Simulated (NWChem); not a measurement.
**Correlation energy of Tl**

```
Tl
```
Charge 0, spin multiplicity 2.

Program: NWChem.

Basis set: def2-SVP. Each correlation energy counts from its own Hartree-Fock reference.

```
method           correlation energy (mHa)
---------------  ------------------------
UMP2                                -51.8
SCS-UMP2                            -52.2
CCSD on UHF                         -65.5
CCSD[T] on UHF                      -67.5
CCSD(T) on UHF                      -67.3
CCSD on ROHF                        -67.7
CCSD[T] on ROHF                     -69.8
CCSD(T) on ROHF                     -69.7
CCSDT on ROHF                       -69.9
```

The values span 18.1 mHa, from CCSDT on ROHF (lowest) to UMP2 (highest). 

Effective core potentials replace the inner electrons of Tl; spin-orbit coupling is left out. The correlated methods keep 4 core orbitals frozen. The stability of the SCF solutions was not checked. Open-shell Hartree-Fock references start from PBE0 orbitals. No row is a measurement; the coupled-cluster row has its own basis-set and correlation limits.
